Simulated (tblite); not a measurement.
Species: C₅H₁₃OPSSi.
Z-matrix (Å and degrees, GFN2-xTB geometry), rows numbered from 1:
```
O 
P   1  1.4678
C   2  1.8189  1  115.14
Si  3  1.9031  2  109.96  1    53.15
C   2  1.8415  1  112.81  3   123.04
C   5  1.5179  2  107.83  1    60.11
S   6  1.8183  5  111.79  2    69.56
C   7  1.8177  6   98.88  5   -66.87
C   8  1.5167  7  111.17  6    67.08
H   3  1.0914  2  105.90  1   -65.53
H   3  1.0881  2  109.90  1   177.66
H   4  1.4670  3  108.85  2    69.14
H   4  1.4649  3  106.08  2  -173.41
H   4  1.4565  3  110.66  2   -52.96
H   5  1.0906  2  111.50  1  -177.79
H   5  1.0941  2  107.45  1   -58.17
H   6  1.0922  5  110.38  2   -50.48
H   6  1.0903  5  111.80  2  -172.44
H   8  1.0904  7  105.67  6  -171.24
H   8  1.0923  7  107.93  6   -54.15
H   9  1.0905  2  111.73  1   178.06
H   9  1.0951  2  107.04  1    58.65
```

Method: GFN2-xTB as coded in tblite; computed harmonic values from a numerical Hessian at the method's own geometry, unscaled. Errors from tens to a few hundred cm⁻¹ against measured bands are possible. Modes of hydrogen on silicon can be 10 to 20 % off. One conformer, not necessarily the lowest.

Harmonic wavenumbers (cm⁻¹): 34.8, 74.8, 106.3, 124.6, 168.5, 194.7, 211.0, 234.5, 299.7, 328.2, 354.7, 363.0, 454.4, 501.6, 552.9, 639.6, 678.7, 680.1, 697.6, 712.3, 726.5, 766.9, 770.8, 788.6, 806.1, 819.0, 835.3, 856.1, 921.8, 995.7, 1034.9, 1043.0, 1052.6, 1081.3, 1105.3, 1126.3, 1148.8, 1244.8, 1248.8, 1252.7, 1264.5, 1273.2, 1407.3, 1412.2, 1416.4, 1432.5, 1440.4, 2238.7, 2262.7, 2335.5, 2926.9, 2937.1, 2958.8, 2960.0, 2960.9, 2979.3, 2981.8, 2991.2, 2991.7, 2992.7.

A = 2232, B = 582.1, C = 537.1 MHz; mass 180.019 u (most abundant isotopes); point group C1, symmetry number 1.

Task: Zero-point energy?

Result: ½Σν̃ = 36601 cm⁻¹ = 437.84 kJ/mol.

Task: What is S at 500 K and 1 bar for an ideal gas of classical rigid rotors and harmonic oscillators?

Result: Translation 184.37, rotation 134.11, vibration 257.79: S = 576.3 J/(mol K).

Task: And Cp and H(500 K) − H(0)?

Result: Cp = 291.30 J/(mol K), of which vibrations give 258.04 (their classical limit is 60 R = 498.9); H(500 K) − H(0) = 83.76 kJ/mol without the zero-point energy, 67.13 from vibrations.

Task: What must be added to the electronic energy to get the Gibbs energy at 500 K and 1 bar?

Result: ZPE + [H(500 K) − H(0)] − T·S = 437.84 + 83.76 − 288.13 = 233.47 kJ/mol.

Task: Which modes carry the vibrational entropy at 500 K?

Result: 34.8 cm⁻¹: 27.45; 74.8 cm⁻¹: 21.10; 106.3 cm⁻¹: 18.20; 124.6 cm⁻¹: 16.89; 168.5 cm⁻¹: 14.41; 194.7 cm⁻¹: 13.24 J/(mol K); the other 54 give 146.50 together.

Hindered rotation and anharmonicity are outside this model. Other conformers, if any are populated, would add a mixing term that is left out. The structure is chiral; the term R ln 2 for an equal mix with its mirror image is left out.
